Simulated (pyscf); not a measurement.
## Addition across a multiple bond or ene-type step: O=Mo(=O)(F)–F (SMILES [O]=[Mo](=[O])([F])[F]) + HO–SiH₃ (SMILES O[SiH3]) → O=Mo(OH)(F)(F)–O–SiH₃ (SMILES [O]=[Mo]([OH])([F])([F])[O][SiH3])

Gas phase, singlet surface, charge 0. Bonds broken: O6–H8. Bonds formed: O1–H8, Mo2–O6. Structures and frequencies: ωB97X-D3(BJ)/def2-SVP in PySCF.

Transition state (Å):

```xyz
11

O     -0.0332    -1.7882     0.4728
Mo    -1.5814    -1.2204    -0.1636
O     -1.5625    -1.5518    -1.7717
F     -2.7605     0.2105     0.0272
F     -2.7463    -2.4013     0.6174
O     -0.2895     0.3758     0.1469
Si    -0.5359     2.0456     0.2663
H      0.3145    -0.6488     0.5203
H     -1.2460     2.5166    -0.9489
H      0.8155     2.6607     0.3517
H     -1.3124     2.3604     1.4939
```

One imaginary mode, 1509i cm⁻¹; descent along it reached the two sides named, in the forms told below.

```tsv
bond	change	reactant side (Å)	saddle	product side
O6–H8	breaks	0.965	1.247	3.3
O1–H8	forms	2.9	1.192	0.965
Mo2–O6	forms	2.223	2.077	1.845
```

Electronic energies relative to the separated reactants (kcal/mol):

```csv
level,barrier,reaction energy,reverse barrier
ωB97X-D3(BJ)/def2-TZVP,10.8,-12.6,23.4
PBE/def2-TZVP,11.3,-7.4,18.7
r²SCAN/def2-TZVP,8.4,-12.9,21.3
B3LYP-D3(BJ)/def2-TZVP,11.1,-11.6,22.7
PBE0-D3(BJ)/def2-TZVP,10.5,-10.9,21.4
M06-2X/def2-TZVP,11.0,-12.1,23.1
ωB97M-D3(BJ)/def2-TZVP,13.9,-8.7,22.6
```

With ωB97M-D3(BJ)/def2-TZVP energies and thermal terms (ideal gas, 1 atm, RRHO with modes under 100 cm⁻¹ raised to 100, one conformer, R ln 2 for chiral ones without a mode under 150 cm⁻¹), in kcal/mol:

| T (K) | ΔH‡ | ΔG‡ | ΔH | ΔG |
|---|---|---|---|---|
| 298 | 12.2 | 24.7 | -7.6 | +3.9 |
| 600 | 12.6 | 37.2 | -6.4 | +15.1 |
| 900 | 13.3 | 49.3 | -5.2 | +25.6 |
| 1200 | 14.1 | 61.2 | -4.0 | +35.7 |

On the reactant side the descent ends in an adduct with a Mo–O contact, 14.8 kcal/mol under the separated species and 25.6 kcal/mol under the saddle at ωB97X-D3(BJ)/def2-TZVP. What is counted as formed (Mo–O) is already present as a longer contact in the reactant adduct; forming that adduct is a step of its own. Another saddle between the same species, by other bonds, lies lower (4.9 kcal/mol against 13.9 kcal/mol at ωB97M-D3(BJ)/def2-TZVP). Elements past Kr carry the def2 core potentials, without spin-orbit coupling.
